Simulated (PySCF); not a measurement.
Radial density of C⁺ (carbon, charge +1)

UHF, [He] 2s2 3d1, 2D determinant (an excited configuration). All numbers are calculated (PySCF 2.14, the non-relativistic Hamiltonian (point nucleus), in aug-cc-pwCVTZ (7s6p4d2f, 59 functions)).

| r (bohr) | 4πr²ρ (e/bohr) | 4πr²(ρα − ρβ) |
| --- | --- | --- |
| 0.00499 | 0.03817 | 0.0000 |
| 0.00839 | 0.1041 | 0.0000 |
| 0.0141 | 0.2741 | -0.0001 |
| 0.0238 | 0.6923 | -0.0002 |
| 0.0399 | 1.613 | -0.0006 |
| 0.0672 | 3.306 | -0.0011 |
| 0.113 | 5.443 | -0.0017 |
| 0.190 | 6.247 | -0.0015 |
| 0.320 | 3.943 | 0.0000 |
| 0.538 | 1.258 | -0.0008 |
| 0.905 | 1.446 | 0.0011 |
| 1.52 | 1.269 | 0.0493 |
| 2.56 | 0.3997 | 0.2179 |
| 4.31 | 0.2949 | 0.2926 |
| 7.24 | 0.007249 | 0.0072 |

The outer electron is Rydberg-like, and this basis confines it to a smaller radius and binds it less than a complete one would.
